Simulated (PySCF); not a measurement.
**B(2+): ionisation energy**

B(2+) [He] 2s1 (2S) → B(3+) 1s2 (1S), as a difference of total energies. All numbers are calculated (PySCF 2.14, the non-relativistic Hamiltonian (point nucleus), in aug-cc-pwCVTZ (7s6p4d2f, 59 functions)). Correlated levels: valence and next inner shell: nothing frozen. The calculations carry no spin-orbit coupling.

```
                                method  ionisation energy (eV)  error (eV)
                                   UHF                  37.817      -0.114
                                   LDA                  37.895      -0.036
                                   PBE                  38.282      +0.351
                                  PBE0                  38.224      +0.293
                                r2SCAN                  37.855      -0.076
                                 HSE06                  38.219      +0.288
                             BHandHLYP                  38.354      +0.423
                             CAM-B3LYP                  38.457      +0.526
                                 wB97X                  37.405      -0.526
    MP2 (valence and next inner shell)                  37.897      -0.034
SCS-MP2 (valence and next inner shell)                  37.888      -0.043
```

Reference: 37.931 eV (measured; NIST Atomic Spectra Database, ionization energies).

Errors of the correlated levels include the incompleteness of this basis.
